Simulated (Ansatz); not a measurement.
CdMe(NH2) (CH5CdN). The state is a singlet with charge 0. Geometry relaxed at PBE-D4/def2-TZVP.

Cartesian coordinates in Å:
```
Cd -0.321 0.024 -0.071
C 1.768 0.061 0.206
H 2.055 -0.647 0.993
H 2.091 1.070 0.495
H 2.273 -0.219 -0.728
N -2.320 0.132 -0.461
H -2.861 0.335 0.384
H -2.685 -0.756 -0.818
```

In the def2 sets Cd takes a core potential; there is no spin–orbit coupling.

(1) Estimate the harmonic wavenumbers at RKS PBE-D4/def2-TZVP (Ansatz, unscaled). Is this a minimum?

Results:

(1) 35, 134, 136, 462, 539, 586, 671, 698, 772, 1144, 1408, 1409, 1510, 2985, 3073, 3077, 3389, 3481 cm⁻¹. Yes, no mode is imaginary beyond noise. Zero-point energy 152.6 kJ/mol. It took 63 s on 4 threads of Intel Xeon on a shared host.
